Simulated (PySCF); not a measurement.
Two species compared at the same levels of theory.

First species: Ag(PH3)Cl (singlet state).
SMILES: `[PH3]->[Ag][Cl]`

Second species: dimethylzinc, C₂H₆Zn (singlet state).
Cartesian coordinates in Å at the PBE0-D3(BJ)/def2-SVP level; atoms count from 1:
```xyz
9
C2H6Zn angstrom
C      1.9523   -0.0467    0.0668
Zn     0.0066   -0.0146    0.0390
C     -1.9387    0.0386    0.0189
H      2.3632   -0.6886   -0.7295
H      2.3680    0.9647   -0.0753
H      2.3374   -0.4276    1.0267
H     -2.3713   -0.5941    0.8114
H     -2.3491   -0.3127   -0.9420
H     -2.3106    1.0646    0.1776
```

Levels: B3LYP/def2-SVPD for dipole moment, HOMO energy, LUMO energy, HOMO–LUMO gap and static isotropic polarisability; TDDFT B3LYP/def2-SVPD for lowest singlet excitation; TDA B3LYP/def2-SVPD for lowest triplet excitation (Tamm–Dancoff); PBE0-D3(BJ)/def2-SVP for rotational constant A and rotational constant C. Geometries: PBE0-D3(BJ)/def2-SVP. Each structure is a single optimised conformer of the isolated species (atoms past krypton carry core potentials, spin–orbit coupling is left out); the electronic structure was computed with PySCF and density fitting.

Q: Which has the higher static isotropic polarisability?

A: The first: 73.1 au against 53.0 au, a difference of 20.1 au.

Q: Which has the higher S1 energy?

A: The second: 5.74 eV against 4.85 eV, a difference of 0.89 eV.

Q: Which of the two has the higher HOMO energy, and by how much?

A: The first: -6.89 eV against -6.97 eV, a difference of 0.08 eV.

Q: Which of the two has the higher rotational constant C, and by how much?

A: The second: 3.964 GHz against 1.318 GHz, a difference of 2.646 GHz.

Q: Which of the two has the higher HOMO–LUMO gap, and by how much?

A: The second: 6.83 eV against 5.66 eV, a difference of 1.17 eV.

Q: Which has the higher T1 energy?

A: The second: 5.45 eV against 4.66 eV, a difference of 0.79 eV.

Q: Which of the two has the higher LUMO energy, and by how much?

A: The second: -0.14 eV against -1.23 eV, a difference of 1.09 eV.

Q: Which has the higher rotational constant A?

A: The first: 108.768 GHz against 79.431 GHz, a difference of 29.337 GHz.

On the first: The dipole equals about 29.1 × 10⁻³⁰ C·m (1 D = 3.33564 × 10⁻³⁰ C·m). The vertical singlet–triplet gap S1 − T1 is 0.19 eV (TDDFT singlet less Tamm–Dancoff triplet). Atoms past krypton carry effective core potentials; spin–orbit coupling is left out.

On the second: No computed singlet falls in the visible range (750 to 380 nm, 1.65 to 3.26 eV); S1 lies 2.48 eV above its blue end. S1 lies 1.09 eV below the HOMO–LUMO gap.
